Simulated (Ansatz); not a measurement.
Consider the ligand exchange at the Si–C bond: `CB(N)C[SiH3]` + `[AsH3]` → `[SiH3][AsH2]` + `CB(C)N`.

Gas-phase electronic energies from Ansatz, PBE0-D4/def2-TZVP geometries. CCSD(T)/CBS is the MP2 limit (def2-TZVPP, def2-QZVPP) plus CCSD(T) − MP2 in def2-TZVPP, frozen cores. For As outer-core shells are correlated without core-valence functions, which leaves a few kJ/mol of doubt a bond. Scalar relativity is left out up to krypton. Each species was taken in one conformer, which may not be the lowest.

```tsv
species	HF/def2-QZVPP energy (Eh)
`CB(N)C[SiH3]`	-449.78454
`[AsH3]`	-2235.97693
`[SiH3][AsH2]`	-2526.10451
`CB(C)N`	-159.66607
```

Problem. Work out ΔE.

Solution. ΔE = (-2526.10451) + (-159.66607) − (-449.78454) − (-2235.97693) = -0.00911 Eh = -5.7 kcal/mol. CCSD(T)/CBS gives -5.5 kcal/mol.

Largest T1 diagnostic among the species: 0.011.

In def2-TZVPP, CCSD(T) changes the Hartree–Fock value by +0.9 kcal/mol (the triples alone add +0.1 kcal/mol) and MP2 by +0.9 kcal/mol. From BLYP to BHLYP (50 % exact exchange), in def2-TZVPP and without D4, ΔE moves by +1.0 kcal/mol. At CCSD(T), def2-SVP lies +1.5 kcal/mol from the extrapolated value and def2-TZVPP +0.6 kcal/mol.
